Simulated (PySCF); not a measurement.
Isomers of C4H6OSi, mass 98.019 u with the commonest isotopes. Level of theory: PBE0-D3(BJ)/def2-SVP geometry optimisation, gas phase (PySCF). One conformer each, none proved a minimum here; rigid rotors.

Question: Order these by dipole moment, largest first.
A. `[SiH3]c1ccco1`
B. `O=CC#CC[SiH3]`
C. `[CH:1]#[C:2]/[CH:3]=[CH:4]\[O:5][SiH3:6]` with C3–C4–O5–Si6 -179°

Answer: B (3.90 D), C (2.05 D), A (1.01 D).

Question: Order these by radius of gyration √(Σ m r²/M), smallest first.
A. `O=CC#CC[SiH3]`
B. `c1(ccco1)[SiH3]`
C. `[CH:1]#[C:2]/[CH:3]=[CH:4]\[O:5][SiH3:6]` with C3–C4–O5–Si6 -179°

Answer: B (1.784 Å), C (2.136 Å), A (2.381 Å).

Question: Order these by rotational constant C, smallest first.
A. `O=CC#CC[SiH3]`
B. `[SiH3]c1ccco1`
C. `[CH:1]#[C:2]/[CH:3]=[CH:4]\[O:5][SiH3:6]` with C3–C4–O5–Si6 -179°

Answer: A (930.8 MHz), C (1138 MHz), B (1636 MHz).

```
         SMILES  point group  Ia (u·Å²)  Ib (u·Å²)  Ic (u·Å²)      κ  μa (D)  μb (D)  μc (D)
  O=CC#CC[SiH3]           C1      51.07     517.61     542.97  -0.99    3.45    1.32    1.23
C#C/C=C\O[SiH3]            –      59.59     390.50     444.11  -0.96    1.91    0.73    0.02
  [SiH3]c1ccco1           Cs      59.99     254.88     308.96  -0.90    0.88    0.50    0.00
```
